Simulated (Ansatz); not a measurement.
Consider the ligand exchange at the Al–I bond: `[AlH2][I]` + `[SiH3][SeH]` → `[AlH2][Se][SiH3]` + HI.

Gas-phase electronic energies from Ansatz, PBE0-D4/def2-TZVP geometries. CCSD(T)/CBS adds triple-zeta CCSD(T) − MP2 to the extrapolated MP2 energy (def2 sets, frozen cores). Functionals use def2-TZVPP. HSE06 is defined as in plane-wave codes. Elements past krypton have def2 core potentials. For I, Se outer-core shells are correlated without core-valence functions, which leaves a few kJ/mol of doubt a bond. Scalar relativity is left out up to krypton.

`[AlH2][I]`:

Z-matrix (Å, degrees):
```
Al
I 1 2.472
H 1 1.577 2 117.8
H 1 1.577 2 117.8 3 180.0
```

`[SiH3][SeH]`:

```xyz
6

Si   -0.539    0.035    0.199
Se    1.666    0.585    0.024
H    -1.255    0.244   -1.084
H    -1.078    0.949    1.235
H    -0.713   -1.376    0.627
H     1.920   -0.437   -1.001
```

`[AlH2][Se][SiH3]`:

```xyz
8

Al    0.781   -1.182   -1.283
Se    0.694    1.104   -0.955
Si   -0.569    0.978    0.944
H     0.041   -2.117   -0.242
H     1.581   -1.709   -2.538
H    -0.790    2.374    1.396
H     0.139    0.220    2.005
H    -1.877    0.332    0.673
```

HI:

Z-matrix (Å, degrees):
```
I
H 1 1.610
```

```
           level  ΔE (kcal/mol)  difference from CCSD(T)/CBS
     LDA (SPW92)            4.9                         -1.1
         BLYP-D4            5.2                         -0.8
       r2SCAN-D4            5.8                         -0.2
          B97M-V            5.3                         -0.7
        HSE06-D4            5.7                         -0.3
         ωB97M-V            5.9                         -0.1
             PBE            5.9                         -0.1
          r2SCAN            6.0                          0.0
         r2SCANh            6.2                          0.2
           HSE06            6.4                          0.4
           BHLYP            7.3                          1.3
     HF/def2-SVP            8.8                          2.8
    MP2/def2-SVP            6.1                          0.1
CCSD(T)/def2-SVP            6.0                          0.0
   HF/def2-TZVPP            8.6                          2.6
   HF/def2-QZVPP            8.7                          2.7
     CCSD(T)/CBS            6.0                            0
```

What do rigid-rotor, harmonic-oscillator terms from PBE0-D4/def2-TZVP frequencies (298.15 K, 1 bar) make of the CCSD(T)/CBS value? (Estimate.)

Computed: ΔZPE = -0.8 kcal/mol, ΔH = +5.8 kcal/mol, ΔS = -9 J/(mol·K), ΔG = +6.4 kcal/mol.

Largest T1 diagnostic among the species: 0.010.

Leaving LDA and LC-ωPBE aside and taking each functional with its dispersion term where it has one, the values, not all of them listed here, spread over 1.6 kcal/mol, from revPBE-D4 to B2PLYP. LDA lies −1.0 kcal/mol from PBE without D4. In def2-TZVPP, CCSD(T) changes the Hartree–Fock value by −3.2 kcal/mol (the triples alone add −0.4 kcal/mol) and MP2 by −2.6 kcal/mol. The D4 term adds −1.2 kcal/mol with B3LYP and −0.7 kcal/mol with PBE0; it sums over pairs of atoms, weighted by their polarisabilities, and B3LYP, whose exchange is more repulsive, gets the larger term.

B3LYP here is the variant with VWN-RPA as its local correlation; programs differ in this.
